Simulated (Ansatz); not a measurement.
One change: `BN(CC)[SiH2]Cl` becomes `BNCC`.

Ansatz, PBE0-D4/def2-TZVP geometries, multiplicity 1. Each molecule was computed in one conformer, which needn't be the lowest.

```
                                          property  `BN(CC)[SiH2]Cl`
    size of the dipole moment (PBE/def2-TZVPP) / D              1.75
              HOMO–LUMO gap (PBE0/def2-TZVPP) / eV              7.91
               HOMO–LUMO gap (PBE/def2-TZVPP) / eV              5.71
size of the dipole moment (ωB97M-V/def2-TZVPP) / D              1.73
               LUMO energy (B3LYP/def2-TZVPP) / eV             -0.64
                HOMO energy (PBE0/def2-TZVPP) / eV             -8.33
```

Task: What does the change do to each property? (Estimate.)

Result: The calculation gave: 
| property | `BNCC` | shift |
| --- | --- | --- |
| size of the dipole moment (PBE/def2-TZVPP) / D | 2.23 | 0.48 |
| HOMO–LUMO gap (PBE0/def2-TZVPP) / eV | 8.10 | 0.19 |
| HOMO–LUMO gap (PBE/def2-TZVPP) / eV | 5.90 | 0.19 |
| size of the dipole moment (ωB97M-V/def2-TZVPP) / D | 2.10 | 0.37 |
| LUMO energy (B3LYP/def2-TZVPP) / eV | 0.00 | 0.64 |
| HOMO energy (PBE0/def2-TZVPP) / eV | -7.86 | 0.47 |

With PBE0 the HOMO rises by 0.47 eV and the LUMO rises by 0.67 eV, so the gap widens by about 0.20 eV. PBE moves the HOMO by 0.49 eV and ωB97M-V by 0.41 eV. Dipoles are sizes alone; their direction can turn.

B3LYP here is the variant with VWN-RPA as its local correlation; programs differ in this.
